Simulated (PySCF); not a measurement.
PySCF 2.14 output of an unrestricted r2SCAN calculation on a single atom or ion in ANO-RCC-VTZP, with scalar relativity by spin-free X2C-1e:

```
SCF conv_tol = 1e-09
number electrons alpha = 18  beta = 17
    J. W. Furness, A. D. Kaplan, J. Ning, J. P. Perdew, and J. Sun.,  J. Phys. Chem. Lett. 11, 8208-8215 (2020)
    J. W. Furness, A. D. Kaplan, J. Ning, J. P. Perdew, and J. Sun.,  J. Phys. Chem. Lett. 11, 9248-9248 (2020)
    J. W. Furness, A. D. Kaplan, J. Ning, J. P. Perdew, and J. Sun.,  J. Phys. Chem. Lett. 11, 8208-8215 (2020)
    J. W. Furness, A. D. Kaplan, J. Ning, J. P. Perdew, and J. Sun.,  J. Phys. Chem. Lett. 11, 9248-9248 (2020)
cycle= 1 E= -2789.49106013451  delta_E= -0.00974  |g|= 0.067  |ddm|= 0.0928
cycle= 2 E= -2789.49150528831  delta_E= -0.000445  |g|= 0.0351  |ddm|= 0.021
cycle= 3 E= -2789.49166553109  delta_E= -0.00016  |g|= 0.00336  |ddm|= 0.00895
cycle= 4 E= -2789.49166880686  delta_E= -3.28e-06  |g|= 0.000475  |ddm|= 0.00201
cycle= 5 E= -2789.4916689039  delta_E= -9.7e-08  |g|= 1.62e-05  |ddm|= 0.000362
cycle= 6 E= -2789.49166890409  delta_E= -1.95e-10  |g|= 3.14e-06  |ddm|= 1.81e-05
converged SCF energy = -2789.49166890409  <S^2> = 0.75375163  2S+1 = 2.0037481
```

The run itself started from symmetry-adapted Hartree-Fock orbitals and held the occupation by maximum overlap, on a logarithmic radial grid, so the iterations belong to that start.

Problem. Which element, charge and spin multiplicity is this?

Solution. Kr⁺ (krypton, charge +1), multiplicity 2; the state was [Ar] 3d10 4s2 4p5, 2P determinant.
